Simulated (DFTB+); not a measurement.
DFTB+ input (SCC-DFTB): The folder sk holds the Slater-Koster set scc that CP2K ships.

```
Geometry = xyzFormat {
11

C     -2.16335200     0.35232400    -0.16745100
C     -0.83891500    -0.25572900     0.22672200
O      0.20763300     0.52697500    -0.40079100
C      1.46238500     0.13431000    -0.16368500
O      1.79441200    -0.79772100     0.51464300
H     -2.29552200     0.33182300    -1.24973500
H     -2.97707000    -0.21379700     0.28890100
H     -2.23354800     1.38701300     0.16977300
H     -0.68235600    -0.23859600     1.30595300
H     -0.74407800    -1.28948900    -0.10777600
H      2.15550200     0.80358400    -0.69145000
}
Driver = GeometryOptimization {
  Optimizer = Rational {}
  MaxSteps = 500
  OutputPrefix = "geo_end"
  Convergence { GradElem = 1e-5 }
}
Hamiltonian = DFTB {
  SCC = Yes
  SCCTolerance = 1e-8
  MaxSCCIterations = 300
  Charge = 0
  SlaterKosterFiles = Type2FileNames {
    Prefix = "sk/"
    Separator = ""
    Suffix = ".spl"
    LowerCaseTypeName = Yes
  }
  MaxAngularMomentum {
    C = "p"
    H = "s"
    O = "p"
  }
  Filling = Fermi { Temperature [K] = 0 }
}
ParserOptions { ParserVersion = 14 }
```

Output:

```
|===============================================================================
|
|
|  Copyright (C) 2006 - 2025  DFTB+ developers group
|
|===============================================================================
|
|  When publishing results obtained with DFTB+, please cite the following
|  reference:
|
|    Recent Developments in DFTB+, a Software Package for Efficient Atomistic
|    Quantum Mechanical Simulations, J. Phys. Chem. A 129, 5373−5390 (2025).
|    [https://doi.org/10.1021/acs.jpca.5c01146]
|
|  You should also cite additional publications crediting the parametrization
|  data you use. Please consult the documentation of the SK-files for the
|  references.
|
|===============================================================================

Reading input file 'dftb_in.hsd'
Parser version: 14

--------------------------------------------------------------------------------
Reading SK-files:
./sk/cc.spl
./sk/co.spl
./sk/ch.spl
./sk/oo.spl
./sk/oh.spl
./sk/hh.spl
Done.

Processed input in HSD format written to 'dftb_pin.hsd'

Starting initialization...
--------------------------------------------------------------------------------
Mode:                        Geometry optimisation relaxation
Self consistent charges:     Yes
SCC-tolerance:                 0.100000E-07
Max. scc iterations:                    300
Shell resolved Hubbard:      No
Spin polarisation:           No
Nr. of up electrons:            15.000000
Nr. of down electrons:          15.000000
Periodic boundaries:         No
Electronic solver:           Relatively robust
Mixer:                       Broyden mixer
Mixing parameter:                  0.200000
Nr. of chrg. vec. in memory:            300
Max. SCC-cycles:                        300
Max. nr. of geometry steps:             500
Electronic temperature:              0.100000E-07 H      0.272114E-06 eV
Initial charges:             Set automatically (system chrg:   0.000E+00)
Included shells:             C:  s, p
                             O:  s, p
                             H:  s
Extra options:
                             Mulliken analysis
Force type                   original
[...]
    2       0.12313559
    3      -0.28639429
    4       0.46754713
    5      -0.39760547
    6       0.07126274
    7       0.06234565
    8       0.07126179
    9       0.04655960
   10       0.04655359
   11      -0.00346584

Nr. of electrons (up):     30.00000000
Atom populations (up)
 Atom       Population
    1       4.20120049
    2       3.87686441
    3       6.28639429
    4       3.53245287
    5       6.39760547
    6       0.92873726
    7       0.93765435
    8       0.92873821
    9       0.95344040
   10       0.95344641
   11       1.00346584

l-shell populations (up)
 Atom Sh.   l       Population
    1   1   0       1.25568973
    1   2   1       2.94551076
    2   1   0       1.20018380
    2   2   1       2.67668061
    3   1   0       1.73850873
    3   2   1       4.54788556
    4   1   0       1.09985343
    4   2   1       2.43259944
    5   1   0       1.74258099
    5   2   1       4.65502448
    6   1   0       0.92873726
    7   1   0       0.93765435
    8   1   0       0.92873821
    9   1   0       0.95344040
   10   1   0       0.95344641
   11   1   0       1.00346584

Orbital populations (up)
 Atom Sh.   l   m       Population  Label
    1   1   0   0       1.25568973  s
    1   2   1  -1       0.98645660  p_y
    1   2   1   0       0.99023959  p_z
    1   2   1   1       0.96881457  p_x
    2   1   0   0       1.20018380  s
    2   2   1  -1       0.90134463  p_y
    2   2   1   0       0.92689165  p_z
    2   2   1   1       0.84844433  p_x
    3   1   0   0       1.73850873  s
    3   2   1  -1       1.66221901  p_y
    3   2   1   0       1.71971868  p_z
    3   2   1   1       1.16594786  p_x
    4   1   0   0       1.09985343  s
    4   2   1  -1       0.81430430  p_y
    4   2   1   0       0.81838554  p_z
    4   2   1   1       0.79990960  p_x
    5   1   0   0       1.74258099  s
    5   2   1  -1       1.40230372  p_y
    5   2   1   0       1.38932844  p_z
    5   2   1   1       1.86339232  p_x
    6   1   0   0       0.92873726  s
    7   1   0   0       0.93765435  s
    8   1   0   0       0.92873821  s
    9   1   0   0       0.95344040  s
   10   1   0   0       0.95344641  s
   11   1   0   0       1.00346584  s

Fermi level:                        -0.1248762918 H           -3.3981 eV
Band energy:                       -13.6612688133 H         -371.7420 eV
TS:                                  0.0000000000 H            0.0000 eV
Band free energy (E-TS):           -13.6612688133 H         -371.7420 eV
Extrapolated E(0K):                -13.6612688133 H         -371.7420 eV
Input / Output electrons (q):     30.0000000000     30.0000000000

Energy H0:                         -14.3772120851 H         -391.2238 eV
Energy SCC:                          0.0253297151 H            0.6893 eV
Total Electronic energy:           -14.3518823700 H         -390.5346 eV
Repulsive energy:                    0.3055576209 H            8.3146 eV
Total energy:                      -14.0463247491 H         -382.2199 eV
Extrapolated to 0:                 -14.0463247491 H         -382.2199 eV
Total Mermin free energy:          -14.0463247491 H         -382.2199 eV
Force related energy:              -14.0463247491 H         -382.2199 eV

Non-constrained calculation

SCC converged

Full geometry written in geo_end.{xyz|gen}

Dipole moment:   -0.55172826    0.29625380   -0.19622341 au
Dipole moment:   -1.40235347    0.75300210   -0.49875021 Debye

Geometry converged
```

The geometry given is a B3LYP-D3(BJ)/def2-TZVP minimum.
